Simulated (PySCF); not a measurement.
Gas-phase reaction: 6 BH₂ + 3 N₂ ⇌ 2 borazine

Computed with PySCF and rigid-rotor harmonic-oscillator thermochemistry at 1 bar. † marks an energy on the PBE0/def2-TZVP geometry and frequencies; other levels use their own. CCSD(T) freezes the core. 6-31G* has spherical d functions here. Open shells (unrestricted): BH₂ (multiplicity 2); the rest are closed-shell singlets. B3LYP is the form with VWN-RPA correlation. CCSD(T) isn't extrapolated to the basis-set limit.

PBE0/def2-SVP† gives ΔH°(298 K) = -3129 kJ.

**Question.** What do LDA/def2-TZVP†, B3LYP/6-31G*, CCSD(T)/def2-SVP† give?

**Answer.** LDA/def2-TZVP†: -3539 kJ; B3LYP/6-31G*: -2895 kJ; CCSD(T)/def2-SVP†: -2860 kJ. For scale, ΔH°(298 K) is -3129 kJ at this level, -2998 kJ at ωB97M-V/def2-TZVP†, and runs from -3539 to -2365 kJ over the 18 levels computed.
